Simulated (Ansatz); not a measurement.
Consider the ligand exchange at a Ge–C bond: `Cl[CH2][GeH3]` + CH₃SH → `C[S][GeH3]` + `CCl`.

Calculated with Ansatz (gas phase, PBE0-D4/def2-TZVP geometries, no zero-point term in ΔE). CCSD(T)/CBS is the MP2 limit (def2-TZVPP, def2-QZVPP) plus CCSD(T) − MP2 in def2-TZVPP, frozen cores. This one scheme is used for every species. DFT in def2-TZVPP. HSE06 is defined as in plane-wave codes. For Ge outer-core shells are correlated without core-valence functions, which leaves a few kJ/mol of doubt a bond. Scalar relativity is left out up to krypton.

`Cl[CH2][GeH3]`:

```xyz
8

Cl   -0.638    2.175   -0.006
C    -0.607    0.504    0.609
Ge    0.561   -0.621   -0.503
H    -0.253    0.538    1.639
H    -1.630    0.132    0.604
H     0.024   -0.629   -1.940
H     1.984   -0.048   -0.470
H     0.559   -2.052    0.067
```

CH₃SH:

Z-matrix (Å, degrees):
```
C
S 1 1.806
H 1 1.089 2 111.5
H 1 1.089 2 111.5 3 -123.8
H 1 1.090 2 106.2 3 118.1
H 2 1.342 1 97.1 3 61.9
```

`C[S][GeH3]`:

Cartesian coordinates in Å:
```
C -0.796 -1.166 -0.645
S 0.845 -1.044 0.116
Ge 0.831 1.104 0.645
H -1.584 -0.920 0.068
H -0.920 -2.203 -0.958
H -0.875 -0.524 -1.523
H 2.176 1.398 1.320
H -0.337 1.400 1.604
H 0.660 1.956 -0.626
```

`CCl`:

Cartesian coordinates in Å:
```
C 0.109 0.083 -0.049
Cl -1.221 -0.926 0.547
H 0.191 0.962 0.586
H -0.108 0.377 -1.073
H 1.029 -0.496 -0.011
```

```
             level  ΔE (kJ/mol)  difference from CCSD(T)/CBS
           PBE0-D4        -68.6                         -5.4
        r2SCAN0-D4        -69.4                         -6.2
          HSE06-D4        -68.8                         -5.6
          BHLYP-D4        -69.4                         -6.2
           ωB97X-V        -64.8                         -1.6
            B2PLYP        -65.9                         -2.7
               PBE        -66.7                         -3.5
           r2SCAN0        -69.1                         -5.9
             HSE06        -68.1                         -4.9
     CCSD/def2-SVP        -60.3                          2.9
  CCSD(T)/def2-SVP        -60.4                          2.8
SCS-MP2/def2-TZVPP        -63.9                         -0.7
   CCSD/def2-TZVPP        -61.9                          1.3
     HF/def2-QZVPP        -70.0                         -6.8
SCS-MP2/def2-QZVPP        -64.5                         -1.3
    CCSD/CBS(def2)        -63.0                          0.2
       CCSD(T)/CBS        -63.2                            0
```

Largest T1 diagnostic among the species: 0.011.

In def2-TZVPP, CCSD(T) changes the Hartree–Fock value by +8.3 kJ/mol (the triples alone add −0.2 kJ/mol) and MP2 by +5.7 kJ/mol. Leaving LDA and LC-ωPBE aside and taking each functional with its dispersion term where it has one, the values, not all of them listed here, spread over 5.1 kJ/mol, from B97M-V to CAM-B3LYP-D4. LDA lies +4.6 kJ/mol from PBE without D4.
